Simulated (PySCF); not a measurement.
# Potential energy of KNa along the bond

Set-up: basis K 6-31G(d,p), Na 6-31G(d,p); no relativity; PySCF 2.14. Energies in eV from K + Na in their ground configurations at the same level. All curves are PBE0. state 1: ¹Σ⁺ (singlet), closed shell; state 2: ³Σ⁺ (triplet), unpaired electrons σ ↑↑, a second solution, started from another occupation; state 3: ³Π (triplet), unpaired electrons σ ↑, π ↑, a second solution, started from another occupation.

| R (Å) | state 1 | state 2 | state 3 |
| --- | --- | --- | --- |
| 3.042 | -0.4849 | 0.5180 | 0.8250 |
| 3.183 | -0.5520 | 0.3988 | 0.7694 |
| 3.325 | -0.5926 | 0.3017 | 0.7365 |
| 3.431 | -0.6082 | 0.2412 | 0.7244 |
| 3.537 | -0.6132 | 0.1901 | 0.7215 |
| 3.643 | -0.6091 | 0.1471 | 0.7264 |
| 3.785 | -0.5918 | 0.1007 | 0.7432 |
| 3.961 | -0.5555 | 0.0572 | 0.7768 |
| 4.174 | -0.4965 | 0.0213 | 0.8303 |
| 4.457 | -0.4022 | -0.0066 | 0.9145 |

Question: Put a parabola through the three lowest points of the state 1 curve and estimate Re, k and ωe (reduced mass 14.46 u; 1 eV/Å² = 0.16022 mdyn/Å; ωe = 1302.8·√(k/μ) cm⁻¹).

Answer: Through R = 3.431, 3.537, 3.643 Å the second-order coefficient is 0.405 eV/Å², so Re ≈ 3.542 Å, k ≈ 0.130 mdyn/Å and ωe ≈ 123 cm⁻¹. A polynomial fit of higher order to the unrounded PBE0 energies gives Re = 3.539 Å, k = 0.129 mdyn/Å, ωe = 123 cm⁻¹; anharmonicity and rounding make the difference.

The higher-order fit for each curve: state 1: Re = 3.539 Å, ωe = 123 cm⁻¹, De = 0.61 eV; state 2: Re = 5.103 Å, ωe = 30.6 cm⁻¹, minimum 0.024 eV below the ground-state fragments; state 3: Re = 3.521 Å, ωe = 116 cm⁻¹, minimum 0.72 eV above the ground-state fragments.

Closed-shell solutions of metal pairs were not tested for spin polarisation, which can lower them a little.
